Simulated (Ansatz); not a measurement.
`[F][Mo]([F])([F])([F])=[S]`, one more setting.

```yaml
crystal:
  periodic: [false, false, false]
  atoms:
    - {symbol: F, position_ang: [-1.024163, 0.287478, -1.497100]}
    - {symbol: Mo, position_ang: [0.014937, -0.038247, -0.047662]}
    - {symbol: F, position_ang: [-1.418753, -0.870451, 0.643735]}
    - {symbol: F, position_ang: [0.995959, -1.191851, 0.933718]}
    - {symbol: F, position_ang: [1.429574, -0.012186, -1.164972]}
    - {symbol: S, position_ang: [0.104250, 1.714352, 1.061472]}
basis:
  gaussian: {orbitals: def2-mTZVPP}
hamiltonian: {xc: {name: LC-wPBE}}
```

```sh
$ ansatz run in.yaml --threads 4 --pin off --events-out ev --progress --plain --max-ram 10444MiB
```

Shortened log:

```
Functional definition: LC-wPBE
1151 factors; their error is unknown
444 factors; integrals over basis functions are off by at most 1.6e-5 eV
mean field evaluation 1: about -23547.0316 eV, gradient 8.5e1 eV
mean field evaluation 2: about -23498.0878 eV, gradient 2.0e2 eV
mean field evaluation 4: about -23558.9354 eV, gradient 1.2e1 eV
mean field evaluation 8: about -23559.2295 eV, gradient 9.9e-2 eV
mean field evaluation 16: about -23559.2114 eV, gradient 5.7e-4 eV
mean field -23559.21136200 eV, -865.7850485464 hartree, gradient 3.2e-5 eV, S^2 0.000000; 0 other end points of the search recorded, 0 dependent functions left out
reference -23559.21136201 eV, -865.7850485467 hartree; 33, 33 occupied and 123, 123 virtual orbitals, 1151 factors
Total energy: -23559.21136201 eV, -865.7850485467 hartree
```

It took 1.8 s on 4 threads of an Arm Neoverse V2 on a shared host, with 0.42 GiB of host memory at the peak.
